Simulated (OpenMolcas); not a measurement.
Sm2+: effect of the active space

* Program: OpenMolcas 26.06
* Method: CASSCF or its RAS form
* Basis: ANO-R2
* Scalar Hamiltonian: X2C, finite nucleus
* Spin-orbit coupling: state interaction with AMFI integrals over the reference wave functions, term energies averaged over their components

A. 6 electrons in 7 orbitals (4f); 2S+1 = 7 even, 7 roots; 2S+1 = 5 even, 140 roots (105 in the spin-orbit step); 2S+1 = 3 even, 259 roots kept (CI in the orbitals of an earlier block, 141 in the spin-orbit step); 2S+1 = 1 even, 197 roots kept (CI in the orbitals of an earlier block, 47 in the spin-orbit step); cost roughly 4 core-minutes
B. 6 electrons in 12 orbitals (RAS2 4f; RAS3 5d, at most 1 electron); 2S+1 = 7 even, 7 roots; 2S+1 = 5 even, 140 roots (62 in the spin-orbit step); 2S+1 = 3 even, 127 roots kept (CI in the orbitals of an earlier block, 0 in the spin-orbit step); 2S+1 = 1 even, 121 roots kept (CI in the orbitals of an earlier block, 0 in the spin-orbit step); 2S+1 = 7 odd, 105 roots (90 in the spin-orbit step); 2S+1 = 5 odd, 128 roots kept (CI in the orbitals of an earlier block, 100 in the spin-orbit step); 2S+1 = 3 odd, 127 roots kept (CI in the orbitals of an earlier block, 0 in the spin-orbit step); 2S+1 = 1 odd, 130 roots kept (CI in the orbitals of an earlier block, 0 in the spin-orbit step); cost of the order of 21 core-minutes

Energies in cm-1 above 4f6 7F0, the measured ground level; measured values from Martin, Zalubas and Hagan, Atomic Energy Levels: The Rare-Earth Elements, NSRDS-NBS 60 (1978).

```tsv
Level	A	B	Measured
4f6 7F0	0.0	0.0	0.0
4f6 7F1	289	268	293
4f6 7F2	819	771	814
4f6 7F3	1531	1458	1493
4f6 7F4	2374	2278	2278
4f6 7F5	3307	3198	3132
4f6 7F6	4299	4212	4027
4f6 5L6	25741	26501	
4f6 5L7	26544	26996
```

Deviations, from unrounded energies. A percentage is the sum of absolute deviations over the sum of measured energies, with the sign that they share, or ± where signs differ.

```json
{"Against measurement": "mean absolute deviation (cm-1)", "Levels": "6", "A": "99", "B": "59"}
{"Against measurement": "fine structure of the ground term (%)", "Levels": "6", "A": "±4.9", "B": "±2.9"}
```

B lies closest to measurement on these levels. The largest miss of B in the table is 4f6 7F6, by +180 cm-1. The ranking rests on the paired levels alone, and a cruder setting can come out closer through cancelling errors.

The spin-orbit steps hold different terms of 4f6 (B lacks among others 1N, 1Q, 1S, 3D, 3F), which shifts levels as well.

Between A and B the level of the table that moves most is 4f6 5L6, by 760 cm-1 (lowest in A, highest in B).

High states are left out of the spin-orbit mixing, which shifts the levels that they would mix with. Without dynamic correlation excited terms often stand tens of per cent too high (terms of higher spin than the ground term too low), and those without a measured partner can miss by more than the paired ones. Computed and measured levels are paired by configuration, term and J; levels that our copy of the source lacks, or whose pairing is in doubt (as where it misses far off the trend of its configuration), stay unpaired and out of the deviations. Only configurations of the active space appear. The table leaves out levels that lie high or whose names do not pair safely across all columns.
